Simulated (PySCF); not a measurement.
Highest harmonic wavenumber (cm⁻¹) of eight silicon and germanium compounds: PBE-D3(BJ) beside B3LYP-D3(BJ), computed with PySCF for isolated molecules in the bases named; differences from unrounded values. The eight are the first of their class met in an unordered collection, after screening for sound electronic states; none was chosen by its value. Each level has its own optimised geometry.

```json
[
 {"molecule": "(2R)-1-silyloxypropan-2-ol (C3H10O2Si), SMILES C[C@@H](O)CO[SiH3]", "basis": "def2-SVP", "B3LYP-D3(BJ)": "3769", "PBE-D3(BJ)": "3639", "difference": "-130"},
 {"molecule": "C₂H₇GeN, SMILES C=[CH][GeH2][NH2]", "basis": "def2-SVP", "B3LYP-D3(BJ)": "3607", "PBE-D3(BJ)": "3522", "difference": "-85"},
 {"molecule": "ClH6NSSi2, SMILES N[SiH2]S[SiH2]Cl", "basis": "def2-SVP", "B3LYP-D3(BJ)": "3640", "PBE-D3(BJ)": "?", "difference": "?"},
 {"molecule": "CH5F2NOSi, SMILES O[Si@](N)(CF)F", "basis": "def2-SVP", "B3LYP-D3(BJ)": "3873", "PBE-D3(BJ)": "3762", "difference": "-112"},
 {"molecule": "C3H9NSi, SMILES N[SiH2]C1CC1", "basis": "def2-SVP", "B3LYP-D3(BJ)": "3656", "PBE-D3(BJ)": "3574", "difference": "-82"},
 {"molecule": "Si(All)(H)3 (C3H8Si), SMILES C(C[SiH3])=C", "basis": "def2-SVP", "B3LYP-D3(BJ)": "3228", "PBE-D3(BJ)": "3169", "difference": "-59"},
 {"molecule": "C₂H₃F₂NOSi, SMILES F[Si](C)(F)N=C=O", "basis": "def2-SVP", "B3LYP-D3(BJ)": "3139", "PBE-D3(BJ)": "?", "difference": "?"},
 {"molecule": "C2H4ClNOSi, SMILES O[Si@@]1(Cl)C=NC1", "basis": "def2-SVP", "B3LYP-D3(BJ)": "3869", "PBE-D3(BJ)": "?", "difference": "?"}
]
```

Task: What belongs in the gaps? (The exact figures need the calculation; the answer reports its results.)

Result: 
- C₂H₃F₂NOSi, SMILES F[Si](C)(F)N=C=O, PBE-D3(BJ): 3094
- C₂H₃F₂NOSi, SMILES F[Si](C)(F)N=C=O, difference: -45
- ClH6NSSi2, SMILES N[SiH2]S[SiH2]Cl, PBE-D3(BJ): 3559
- ClH6NSSi2, SMILES N[SiH2]S[SiH2]Cl, difference: -81
- C2H4ClNOSi, SMILES O[Si@@]1(Cl)C=NC1, PBE-D3(BJ): 3754
- C2H4ClNOSi, SMILES O[Si@@]1(Cl)C=NC1, difference: -116

PBE-D3(BJ) lies below B3LYP-D3(BJ) in 8 and above it in 0 of the eight; the mean signed difference is -89 and the largest -130 cm⁻¹.
